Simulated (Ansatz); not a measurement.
Reactions of CHClFN, SMILES `N=C(F)Cl`.

Program: Ansatz. Geometries: PBE0-D4/def2-TZVP. ΔE: electronic, gas phase. CCSD(T)/CBS adds triple-zeta CCSD(T) − MP2 to the extrapolated MP2 energy (def2 sets, frozen cores). This one scheme is used for every species, atoms too. DFT in def2-TZVPP. No spin–orbit coupling; open shells (•) take unrestricted orbitals. Spin–orbit coupling would lower the free atoms: a little for C, Cl, F. For Br, Se outer-core shells are correlated without core-valence functions, so the limit isn't a true one: a few kJ/mol of doubt a bond, and 10 to 20 or more in all where bonds break to atoms. Scalar relativity is left out up to krypton. Each species was taken in one conformer, which may not be the lowest.

```tsv
reaction	CCSD(T)/CBS(def2) (kJ/mol)
`N=C(F)Cl` → C• + Cl• + F• + H• + N•	?
`N=C(F)Cl` + H₂S → `N=C(F)S` + HCl	-19
`N=C(F)Cl` + `C=N` → `C=NC(=N)F` + HCl	-41
`N=C(F)Cl` + H₂Se → `N=C(Cl)[SeH]` + H–F	-21
`N=C(F)Cl` + HBr → `N=C(Cl)Br` + H–F	-4
```

**Question.** Fill in the missing values. (Best estimate.)

**Answer.** Ansatz gave: `N=C(F)Cl` → C• + Cl• + F• + H• + N•: +1825.1 kJ/mol.

Largest T1 diagnostic: 0.014, for `C=NC(=N)F`.
